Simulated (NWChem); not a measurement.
System: ZnNH₃; SMILES [NH2][ZnH]

Problem. Give the equilibrium geometry at PBE0/def2-SVP (NWChem) as an XYZ file, with the point group.

Solution. point group Cs; any orientation.
```
5

Zn    -0.0074    -0.3688    -0.0406
H     -0.0092    -1.8988    -0.0501
N     -0.0023     1.4434    -0.1445
H     -0.8193     1.9776     0.1367
H      0.8216     1.9687     0.1333
```
